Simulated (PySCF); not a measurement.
# Ionisation energy of N²⁺ by level of theory

N²⁺ [He] 2s2 2p1 (2P) → N³⁺ [He] 2s2 (1S), as a difference of total energies. Computed with PySCF 2.14 in aug-cc-pVDZ-DK (4s3p2d, 23 functions), with scalar relativity by spin-free X2C-1e. Correlated levels: valence: 1s2 frozen. The calculations carry no spin-orbit coupling.

```
           method  ionisation energy (eV)
              UHF                  47.308
              LDA                  47.860
              PBE                  48.062
             PBE0                  48.036
           r2SCAN                  48.208
             BLYP                  48.236
            wB97X                  47.783
           M06-2X                  47.659
          r2SCANh                  48.195
    MP2 (valence)                  47.302
SCS-MP2 (valence)                  47.246
```

A first-order spin-orbit estimate (lowest level to lowest level, LS coupling) adds 0.013 eV.

Errors of the correlated levels include the incompleteness of this basis and the frozen core.

For comparison: 47.445 eV (semi-empirical (NIST evaluation); NIST Atomic Spectra Database, ionization energies).
